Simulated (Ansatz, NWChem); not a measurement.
Worked example: SiH2(SiH3)Br + CH2BrCl → SiH3(SiH3) + CHBr2Cl

Gas-phase species: SiH2(SiH3)Br, singlet; CH2BrCl `ClCBr`, singlet; SiH3(SiH3) (disilane), singlet; CHBr2Cl (chlorodibromomethane) `ClC(Br)Br`, singlet. The partners trade Br for H: Si–Br and C–H bonds give way to Si–H and C–Br.

Shapes, held fixed at every level: PBE0-D4/def2-TZVP. Programs: Ansatz 0.2.0, NWChem 7.3.0. A level may come from different programs for different species; with the same settings they agree closely. The zero-point and thermal change to 298 K, harmonic and unscaled (PBE0-D4/def2-TZVP), is -10.3 kJ/mol.

At CCSD(T)/def2-TZVPP; 1 Eh = 2625.50 kJ/mol:

```
     species   energy (Eh)
SiH2(SiH3)Br  -3153.851061
     CH2BrCl  -3071.663206
  SiH3(SiH3)   -581.690342
     CHBr2Cl  -5643.761197
```

Task: Work out ΔH(298 K) of the reaction at this level.

Result: 
1. Products less reactants: (-581.690342) + (-5643.761197) − [(-3153.851061) + (-3071.663206)] = 0.062728 Eh = +164.7 kJ/mol.
2. With the thermal change: +164.7 + (-10.3) = +154.4 kJ/mol.

Other levels give +155.1 (PBE0/def2-SVP) to +183.0 kJ/mol (HF/def2-TZVPP). No measured value is set beside it here. Relativity is left out for Br. Outer-core shells of Br are correlated, in sets that cover them unevenly.
